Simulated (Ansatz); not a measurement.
`[NH2][In]([NH2])[OH]` + H₂ → `[NH2][InH][NH2]` + H₂O  (hydrogenolysis of the In–O bond)

Program: Ansatz. Geometries: PBE0-D4/def2-TZVP. ΔE: electronic, gas phase. CCSD(T)/CBS is the MP2 limit (def2-TZVPP, def2-QZVPP) plus CCSD(T) − MP2 in def2-TZVPP, frozen cores. This one scheme is used for every species. DFT in def2-TZVPP. HSE06 is defined as in plane-wave codes. def2 core potentials past Kr. For In outer-core shells are correlated without core-valence functions, which leaves a few kJ/mol of doubt a bond. One conformer a species, not always the lowest.

| level | ΔE (eV) |
| --- | --- |
| B97M-V | -0.05 |
| HSE06-D4 | -0.06 |

Q: What does CCSD(T)/CBS give? (Estimate.)

A: Computed: +0.05 eV. The listed levels differ from it by -0.10, -0.11 eV.

Q: What do rigid-rotor, harmonic-oscillator terms from PBE0-D4/def2-TZVP frequencies (298.15 K, 1 bar) make of the CCSD(T)/CBS value? (An estimate is asked.)

A: Ansatz gave: ΔZPE = +0.11 eV, ΔH = +0.14 eV, ΔS = 19 J/(mol·K), ΔG = +0.08 eV.

Largest T1 diagnostic among the species: 0.015.

From r2SCAN to r2SCAN0 (25 % exact exchange), in def2-TZVPP and without D4, ΔE moves by −0.10 eV. Leaving LDA and LC-ωPBE aside and taking each functional with its dispersion term where it has one, the values, not all of them listed here, spread over 0.18 eV, from PBE0-D4 to BLYP-D4. LDA lies −0.12 eV from PBE without D4.
